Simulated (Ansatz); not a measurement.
`C[O][Mg][Cl]` → `[MgH][Cl]` + `C=O` at 500 K and 1 bar (β-hydride elimination).

Program: Ansatz. Geometries: PBE0-D4/def2-TZVP. ΔE: electronic, gas phase. CBS: MP2 limit from def2 TZ/QZ plus the TZ coupled-cluster correction, frozen cores. This one scheme is used for every species. For Mg outer-core shells are correlated without core-valence functions, which leaves a few kJ/mol of doubt a bond. One conformer a species, not always the lowest.

```
       species  CCSD(T)/CBS energy (Eh)  H − E (kJ/mol)  S (J/(mol·K))
`C[O][Mg][Cl]`               -774.81100           148.3          367.7
   `[MgH][Cl]`               -660.33122            38.4          266.3
         `C=O`               -114.39408            87.9          238.5
```

H − E and S are ideal-gas, rigid-rotor, harmonic terms from PBE0-D4/def2-TZVP, for one conformer and one mirror image of each species. 1 Eh = 2625.50 kJ/mol, R = 8.31446 J/(mol·K).

Problem. By hand: ΔE, ΔH, ΔS and ΔG.

Solution. ΔE = (-660.33122) + (-114.39408) − (-774.81100) = 0.08570 Eh = 225.0 kJ/mol. Δ(H − E) = 38.4 + 87.9 − 148.3 = -22.0, so ΔH = 203.0 kJ/mol. ΔS = 266.3 + 238.5 − 367.7 = 137.1 J/(mol·K). ΔG = 203.0 − 500 × (137.1)/1000 = 134.4 kJ/mol.

Problem. By hand: the equilibrium constant, and the temperature at which ΔG would vanish if ΔH and ΔS stayed fixed.

Solution. log₁₀ K = −ΔG/(RT ln 10) = -14.0. ΔG = 0 at ΔH/ΔS = 1481 K.

The number of gas molecules changes by +1, which sets the sign of ΔS. A doubt of 5 kJ/mol in ΔE shifts log₁₀ K by 0.5 here. Other conformers and mirror images would add mixing entropy, several J/(mol·K) or more a flexible species. These are equilibria of isolated gas molecules and say nothing of rates. Largest T1 diagnostic: 0.015 (customary marks: 0.02 for closed shells, 0.045 for open ones).
